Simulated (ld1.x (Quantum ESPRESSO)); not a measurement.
# Gd, RRKJ: configuration errors across variants

| Quantity | Value |
| --- | --- |
| Element | Gd |
| Generator | ld1.x (Quantum ESPRESSO) 7.5 |
| Type | norm-conserving RRKJ (Kleinman–Bylander form) |
| Functional | LDA (PZ) |
| Relativity | non-relativistic |
| Frozen core | [Kr] 4d10 |
| Valence charge | 18 |
| Reference configuration | 4f7 5s2 5p6 5d1 6s2 6p0 |
| Partial waves | 5p (bound): rc 2.10 bohr; 5d (bound): rc 2.70 bohr; 4f (bound): rc 1.15 bohr; 5s (bound): rc 1.45 bohr |
| Local potential | the s channel |
| Core correction | none |
| rho0 | 0.02 |

Occupied shells without a wave of their own: 6s. They enter only through the test configuration that unscreens the potential.

All-electron excitation energies from the reference (eV): (1) 4f7 5s2 5p6 5d1 6s1 6p0 6.361; (2) 4f7 5s2 5p6 5d1 6s0 6p0 17.919; (3) 4f7 5s2 5p6 5d0 6s0 6p0 38.524; (4) 4f7 5s2 5p5 5d1 6s2 6p0 31.722; (5) 4f7 5s2 5p6 5d1.5 6s1.5 6p0 0.314; (6) 4f6 5s2 5p6 5d2 6s2 6p0 12.847; (7) 4f7 5s2 5p6 5d1 6s0 6p2 5.039; (8) 4f7 5s2 5p6 5d1 6s2 6p0 spin -9.576; (9) 4f7 5s2 5p6 5d1 6s1 6p0 spin -3.702.

Spin tests fill each open shell by Hund’s rule, majority spin first.

For the base: The 6s level has no wave, so the channel is fitted at the deeper level alone: the likely source of the large errors.

On the changes marked as counting shells twice: ld1.x takes every shell without a wave as core, so the model core holds the marked electrons as well and exchange and correlation see them twice. This cancels in the reference configuration, but the file is broken for other ones, and its errors say nothing about a proper core correction.

3 further variants failed, have other tests or another functional or relativity, and are left out.

A true bound ghost makes a file unfit for plane-wave use even where its test errors are small: the radial tests pick states by their node count and pass the ghost by.

The file “wave 5s (bound): rc 1.45 bohr becomes 5s (bound): rc 1.88 bohr” misses its own reference levels by 0.3 eV.

Errors AE − PS in meV (a dash: test not solved or not reliable):

| change | (1) | (2) | (3) | (4) | (5) | (6) | (7) | (8) | (9) | bound ghosts |
| --- | --- | --- | --- | --- | --- | --- | --- | --- | --- | --- |
| base | -55 | -147 | -209 | +3.1 | -18 | -258 | -85 | +15846 | +15922 | p |
| core correction a·sin(br)/r model core inside 0.44 bohr (6s counted twice) | -170 | -739 | -1156 | -41 | -22 | -383 | -145 | +1250 | +989 | p |
| wave 5s (bound): rc 1.45 bohr becomes 5s (bound): rc 1.88 bohr | -371 | -989 | -1420 | +90 | -124 | +421 | +1033 | +16548 | +16505 | none |

**Question.** Give the same row for: wave 5d (bound): rc 2.70 bohr becomes 5d (bound): rc 3.14 bohr.

**Answer.** -55, -148, -188, -9.1, -16, -331, -86, +15818, +15893; bound ghosts: p.
